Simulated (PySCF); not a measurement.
## Field gradients at the hydrogen positions

Compound: C₅H₈OS₂Si.
Cartesian coordinates in Å at the GFN2-xTB level; atoms count from 1:
```
atom  x, y, z in Å
C1    -0.8386    1.9164   -0.2716
C2    -0.1408    0.6018   -0.1521
C3     1.2730    0.5013   -0.1619
C4     1.7156   -0.7735   -0.0097
S5     3.4363   -1.3205   -0.0737
O6     4.2357   -0.1014   -0.0979
S7     0.4076   -1.8954    0.1161
C8    -0.7617   -0.6093   -0.0051
Si9   -2.5768   -1.0837    0.1011
H10   -0.2689    2.5824   -0.9159
H11   -0.9219    2.3866    0.7087
H12   -1.8371    1.7932   -0.6800
H13    1.9423    1.3365   -0.2675
H14    3.3935   -1.6978    1.2985
H15   -3.3829    0.1275    0.2419
H16   -2.7426   -1.9402    1.2754
H17   -2.9396   -1.8118   -1.1164
```

Level: PBE0/pcSseg-1 (PySCF, non-relativistic); Q(2H) = 0.00286 b; rigid geometry, the same for H and D, with no vibrational averaging.

Question: Rank these positions by the coupling χzz of a deuteron there, largest first.
A. H11 (methyl hydrogen)
B. H14 (S–H hydrogen)
C. H12 (methyl hydrogen)
D. H15 (Si–H hydrogen)
E. H13 (aromatic hydrogen)

Answer: E (224 kHz), C (212 kHz), A (208 kHz), D (110 kHz), B (90 kHz).

Q: Give the electric field gradient Vzz (the principal value of largest size), its asymmetry and the 2H coupling at each hydrogen.

A: 
| atom | bonded to | bond length (Å) | Vzz (au) | η | χzz (kHz) |
| --- | --- | --- | --- | --- | --- |
| H10 | C1 | 1.088 | 0.3120 | 0.03 | 210 |
| H11 | C1 | 1.090 | 0.3089 | 0.02 | 208 |
| H12 | C1 | 1.086 | 0.3154 | 0.04 | 212 |
| H13 | C3 | 1.075 | 0.3335 | 0.05 | 224 |
| H14 | S5 | 1.424 | 0.1337 | 0.13 | 90 |
| H15 | Si9 | 1.462 | 0.1632 | 0.03 | 110 |
| H16 | Si9 | 1.463 | 0.1620 | 0.02 | 109 |
| H17 | Si9 | 1.464 | 0.1613 | 0.01 | 108 |

Q: Average by the element that carries the hydrogen.

A: on C: 213 kHz over 4 positions, mean bond length 1.085 Å; on S: 90 kHz over 1 position, mean bond length 1.424 Å; on Si: 109 kHz over 3 positions, mean bond length 1.463 Å.

Geometry: GFN2-xTB, one conformer, isolated molecule. GFN2-xTB frequencies show an imaginary mode (63i cm⁻¹), so this geometry is no minimum at that level. GFN2-xTB bond lengths can be off by several hundredths of an ångström, more for odd bonds, and the gradients follow them. A larger basis could move these couplings by a tenth or more.
